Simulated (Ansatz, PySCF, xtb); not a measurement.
Pair of molecules: HCl (SMILES Cl) (first 2 atoms) with CH4 (SMILES C); geometry from B3LYP-D3(BJ)/def2-TZVP, rigid monomers moved along the line of their centres of mass till H2···C3 is 2.27 Å.
(charge 0, multiplicity 1):
| atom | x (Å) | y (Å) | z (Å) |
|---|---|---|---|
| Cl | -0.4127 | -0.3469 | -0.4821 |
| H | -0.2910 | -0.2431 | 0.7911 |
| C | -0.0682 | -0.0496 | 3.0376 |
| H | -0.9985 | 0.4261 | 2.7275 |
| H | 0.0330 | 0.0415 | 4.1179 |
| H | -0.0836 | -1.1064 | 2.7711 |
| H | 0.7787 | 0.4424 | 2.5594 |

Counterpoise-corrected where a basis set is named; no monomer relaxation. Rows marked so take none.

Correlated levels freeze the cores. Rows in 6-311+G**, 6-31G* carry no dispersion term and start afresh at each structure (6-31G* with six Cartesian d functions).

The values were computed with Ansatz (a program for electronic structure); PySCF for 6-311+G** rows, 6-31G* rows, the dispersion terms; xtb for the GFN methods. Each number belongs to the level named beside it.

```tsv
level	interaction energy (kJ/mol)
GFN-FF	3.8
PBE/def2-TZVPPD	-2.2
PBE-D4/def2-TZVPPD	-5.1
r2SCAN/def2-TZVPPD	-3.5
B3LYP/6-31G*	1.9
B3LYP/6-311+G** (no counterpoise)	0.8
PBE0-D4/def2-TZVPPD	(withheld)
wB97M-V/def2-TZVPPD	(withheld)
SCS-MP2/aug-cc-pV(D+d)Z	1.0
```

**Question.** Complete the blanks.

**Answer.** 
- PBE0-D4/def2-TZVPPD, interaction energy (kJ/mol): -4.4
- wB97M-V/def2-TZVPPD, interaction energy (kJ/mol): -3.0
